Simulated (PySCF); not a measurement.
HfOCl, SMILES [Cl][Hf]=[O] (connectivity only; charge and spin as stated), neutral, multiplicity 2.

The structure is a stationary point at B3LYP-D3(BJ)/def2-TZVP. The spin state was assumed, not searched. The def2 effective core potentials stand for the cores of Hf; spin–orbit coupling is left out.

Computed with TDA-PBE/def2-TZVPD (PySCF).

Vertical excitations. The molecule is in vacuum.

Estimate the UV-visible absorptions. (Estimate from the structure and the level; the computed values follow.)


| state | energy (eV) | λ (nm) | f | main pairs |
|---|---|---|---|---|
| root 1 | 1.48 | 835 | 0.022 | α HOMO→LUMO 98 % |
| root 2 | 1.64 | 755 | 0.037 | α HOMO→LUMO+1 99 % |
| root 3 | 2.93 | 423 | 0.081 | α HOMO→LUMO+2 96 % |
| root 4 | 3.36 | 369 | 0.042 | α HOMO→LUMO+3 88 %, β HOMO→LUMO 8 % |
| root 5 | 3.38 | 367 | 0.007 | α HOMO→LUMO+3 8 %, β HOMO→LUMO 91 % |
| root 6 | 3.67 | 338 | 0.000 | α HOMO−1→LUMO 95 % |
| root 7 | 3.78 | 328 | 0.001 | α HOMO−1→LUMO+1 90 %, β HOMO−2→LUMO 8 % |
| root 8 | 3.80 | 326 | 0.001 | β HOMO−1→LUMO 91 % |
| root 9 | 3.86 | 321 | 0.012 | α HOMO−1→LUMO+1 9 %, β HOMO−2→LUMO 83 % |
| root 10 | 4.13 | 300 | 0.001 | α HOMO−2→LUMO 84 % |
Unrestricted roots are not spin-pure.
